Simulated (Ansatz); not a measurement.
[Ce(H2O)6]3+ (CeO6H12³⁺). Total charge 3; doublet. Geometry PBE-D4/def2-SVP, basis def2-TZVP, Ansatz.

| run | HOMO (eV) | LUMO (eV) |
| --- | --- | --- |
| A | -17.34 | -16.58 |
| B | -20.23 | -14.13 |
| C | -20.19 | -13.62 |
| D | -17.44 | -15.97 |

In the def2 sets Ce takes a core potential; there is no spin–orbit coupling. With an open 4f shell the SCF may have ended on a state above the lowest.

HOMO and LUMO are taken over both spins.

**Question.** The runs used PBE, PBE0, r2SCAN, r2SCAN0. Estimate which is which.

**Answer.** A PBE (0 % exact exchange); B PBE0 (25 % exact exchange); C r2SCAN0 (25 % exact exchange); D r2SCAN (0 % exact exchange). Exact exchange lowers occupied and raises empty levels; among semilocal functionals meta-GGAs tend to open the gap a little, and such runs are hard to tell apart. The gap grows from 0.76 eV (PBE) to 6.57 eV (r2SCAN0).
